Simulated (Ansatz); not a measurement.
Consider the ligand exchange at a B–N bond: `C=NBCCl` + HCl → `ClBCCl` + `C=N`.

Isolated molecules relaxed with PBE0-D4/def2-TZVP in Ansatz; ΔE leaves out vibrations. CCSD(T)/CBS is the MP2 limit (def2-TZVPP, def2-QZVPP) plus CCSD(T) − MP2 in def2-TZVPP, frozen cores. This one scheme is used for every species. Functionals use def2-TZVPP. B3LYP here is the variant with VWN-RPA as its local correlation; programs differ in this. Each species was taken in one conformer, which may not be the lowest.

```json
{"level": "ωB97X-V", "ΔE (kcal/mol)": "5.1"}
{"level": "ωB97M-V", "ΔE (kcal/mol)": "5.6"}
{"level": "PBE", "ΔE (kcal/mol)": "7.8"}
{"level": "r2SCAN", "ΔE (kcal/mol)": "7.0"}
{"level": "B3LYP", "ΔE (kcal/mol)": "7.4"}
{"level": "CCSD/def2-TZVPP", "ΔE (kcal/mol)": "4.4"}
{"level": "CCSD(T)/def2-TZVPP", "ΔE (kcal/mol)": "4.5"}
{"level": "HF/def2-QZVPP", "ΔE (kcal/mol)": "2.6"}
```

What does CCSD(T)/CBS give? (Estimate.)

The calculation gave: +5.1 kcal/mol. The listed levels differ from it by 0.0, 0.5, 2.7, 1.9, 2.3, -0.7, -0.6, -2.5 kcal/mol.

Largest T1 diagnostic among the species: 0.014.

From PBE to PBE0 (25 % exact exchange), in def2-TZVPP and without D4, ΔE moves by −1.2 kcal/mol. In def2-TZVPP, CCSD(T) changes the Hartree–Fock value by +2.1 kcal/mol (the triples alone add +0.1 kcal/mol) and MP2 by +2.0 kcal/mol.
